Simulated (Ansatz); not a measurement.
Isolated molecules relaxed with PBE0-D4/def2-TZVP in Ansatz; ΔE leaves out vibrations. CCSD(T)/CBS is the MP2 limit (def2-TZVPP, def2-QZVPP) plus CCSD(T) − MP2 in def2-TZVPP, frozen cores. This one scheme is used for every species. DFT in def2-TZVPP. Each species was taken in one conformer, which may not be the lowest.

Reaction (ligand exchange at a B–C bond): `C=C=C([SiH3])BF` + CH₃NH₂ → `CNBF` + `C=C=C[SiH3]`

```
          species  PBE energy (Eh)
`C=C=C([SiH3])BF`       -531.76793
           CH₃NH₂        -95.76706
           `CNBF`       -220.48181
    `C=C=C[SiH3]`       -407.09174
```

Question: Work out ΔE.

Answer: ΔE = (-220.48181) + (-407.09174) − (-531.76793) − (-95.76706) = -0.03856 Eh = -24.2 kcal/mol. CCSD(T)/CBS gives -23.8 kcal/mol.

Largest T1 diagnostic among the species: 0.014.

The D4 term adds +0.9 kcal/mol with B3LYP and +0.5 kcal/mol with PBE0; it sums over pairs of atoms, weighted by their polarisabilities, and B3LYP, whose exchange is more repulsive, gets the larger term.

B3LYP here is the variant with VWN-RPA as its local correlation; programs differ in this.
